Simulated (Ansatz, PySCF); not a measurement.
Pair of molecules: C2H4 (SMILES C=C) (first 6 atoms) with C2H6O (SMILES COC); geometry from B3LYP-D3(BJ)/def2-TZVP, rigid monomers moved along the line of their centres of mass till H3···O8 is 3.43 Å.
(charge 0, multiplicity 1):
```xyz
15

C     -0.444     0.263     0.861
C      0.714    -0.149     0.366
H     -0.822    -0.103     1.808
H     -1.056     0.986     0.334
H      1.097     0.217    -0.580
H      1.328    -0.876     0.886
C     -0.619     1.006     5.537
O     -0.596    -0.369     5.217
C      0.712    -0.899     5.222
H     -0.045     1.594     4.811
H     -0.209     1.189     6.539
H     -1.659     1.328     5.514
H      1.354    -0.383     4.497
H      0.638    -1.951     4.950
H      1.172    -0.816     6.215
```

Monomers are frozen at their geometry in the pair; levels with a basis set take the counterpoise correction.

Correlated levels freeze the cores.

Codes used: Ansatz (Gaussian orbitals); PySCF for the dispersion terms. Values without a source in brackets are computed.

PBE/def2-TZVPPD gives -0.52 kcal/mol for the interaction energy.

Q: Where do these levels fall relative to PBE: PBE-D3(BJ)/def2-TZVPPD, r2SCAN/def2-TZVPPD, PBE0/def2-TZVPPD, wB97M-V/def2-TZVPPD, MP2/aug-cc-pVDZ, CCSD(T)/aug-cc-pVDZ.

A: PBE-D3(BJ)/def2-TZVPPD -0.52; r2SCAN/def2-TZVPPD 0.01; PBE0/def2-TZVPPD 0.04; wB97M-V/def2-TZVPPD -0.34; MP2/aug-cc-pVDZ -0.32; CCSD(T)/aug-cc-pVDZ -0.31 kcal/mol. 2 of 6 lie above PBE; the widest gap is to PBE-D3(BJ)/def2-TZVPPD.

Ansatz is a program for electronic structure.
